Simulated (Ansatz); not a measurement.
CH3ClGe, SMILES `[CH3][Ge][Cl]`. The species carries charge 0 and has multiplicity 1.

```xyz
6

C    -0.385    0.439    0.246
Ge   -0.165   -1.509   -0.055
Cl    1.780   -1.370   -1.072
H    -1.317    0.662    0.769
H    -0.374    0.960   -0.717
H     0.461    0.818    0.828
```

Question: List the harmonic frequencies (cm⁻¹, unscaled) at PBE0-D4/def2-TZVP in Ansatz. (Estimate.)

Answer: Computed: 88, 194, 387, 558, 576, 747, 1220, 1423, 1430, 3035, 3122, 3143.

Question: Is this a minimum?

Answer: Yes, all 12 modes are real.

Question: Give the ideal-gas thermochemistry at 298.15 K and 1 bar (rigid rotor, harmonic oscillator; point group Cs, symmetry number 1).

Answer: Zero-point energy 95.2 kJ/mol; H(298) − E = 110.8 kJ/mol; entropy 310.3 J/(mol·K), of which translation 168.9, rotation 106.9, vibration 34.5; G(298) − E = 18.3 kJ/mol. Modes under 100 cm⁻¹ are hindered rotations or soft bends, so the harmonic entropy is rough.

Question: Rotational constants (cm⁻¹)?

Answer: 0.3412, 0.1223, 0.09155.
